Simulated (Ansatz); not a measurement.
Relaxation of H₈O₂Si₃ (13 atoms, charge 0, multiplicity 1), to a largest force component of 0.02 eV/Å in at most 40 steps.

The calculation used RHF/STO-3G in Ansatz 0.2.0.

```xyz
13
Properties=species:S:1:pos:R:3:forces:R:3
Si 0.000 0.000 0.000 0.04 -0.04 -0.18
H 0.000 0.000 1.460 -0.04 -0.04 -0.93
O 1.584 0.000 -0.559 -0.61 -0.28 0.05
Si 2.491 -1.376 -0.887 -0.12 -0.03 0.05
H 1.660 -2.352 -1.586 0.64 0.53 0.48
H 3.632 -1.020 -1.725 -0.85 -0.19 0.62
H 2.969 -1.954 0.366 -0.30 0.28 -0.88
O -0.791 1.371 -0.559 0.05 -0.59 0.12
Si -2.400 1.426 -1.040 0.03 -0.14 0.03
H -3.212 0.642 -0.114 0.40 0.53 -0.70
H -2.862 2.811 -1.038 0.41 -0.99 0.02
H -2.527 0.874 -2.385 -0.03 0.34 0.91
H -0.688 -1.191 -0.486 0.37 0.61 0.39
```

Problem. Where does it end, and by what steps?

Solution. The run converged. The force dipped under the threshold on the way, but the program's further checks kept it going. Limits of this set-up: minimal basis. After 25 steps the energy has fallen by 0.356 eV; H12 moved furthest, 1.88 Å.

| step | energy less start (eV) | largest force component (eV/Å) | accepted |
| --- | --- | --- | --- |
| 0 | 0.0000 | 0.989 | yes |
| 1 | -0.2099 | 0.436 | yes |
| 2 | -0.2254 | 0.231 | yes |
| 3 | -0.2467 | 0.139 | yes |
| 4 | -0.2534 | 0.369 | yes |
| 5 | -0.2765 | 0.030 | yes |
| 6 | -0.2857 | 0.379 | yes |
| 7 | -0.2954 | 0.172 | yes |
| 8 | -0.3079 | 0.021 | yes |
| 9 | -0.3141 | 0.257 | yes |
| 10 | -0.3196 | 0.102 | yes |
| 11 | -0.3240 | 0.008 | yes |
| 12 | -0.3248 | 0.293 | yes |
| 13 | -0.3298 | 0.074 | yes |
| 14 | -0.3326 | 0.008 | yes |
| 15 | -0.3320 | 0.286 | no |
| 16 | -0.3351 | 0.050 | yes |
| 17 | -0.3371 | 0.111 | yes |
| 18 | -0.3385 | 0.144 | yes |
| 19 | -0.3406 | 0.122 | yes |
| 20 | -0.3425 | 0.190 | yes |
| 21 | -0.3448 | 0.145 | yes |
| 22 | -0.3487 | 0.008 | yes |
| 23 | -0.3509 | 0.176 | yes |
| 24 | -0.3534 | 0.060 | yes |
| 25 | -0.3556 | 0.007 | yes |

```xyz
13
Properties=species:S:1:pos:R:3
Si -0.196 -0.238 0.457
H 0.604 0.002 1.613
O 0.723 -0.340 -0.903
Si 2.062 -1.281 -1.131
H 1.727 -2.666 -1.068
H 2.603 -0.987 -2.413
H 3.045 -1.020 -0.132
O -1.225 1.025 0.257
Si -1.968 1.448 -1.161
H -2.604 0.322 -1.761
H -2.953 2.427 -0.856
H -1.047 1.997 -2.099
H -0.916 -1.457 0.645
```

Whether the end is a true minimum wasn't checked by a vibrational analysis.

Time of the run: 30 s on 1 thread of Arm Neoverse V1, with other jobs on the host, peak memory 0.1 GiB.
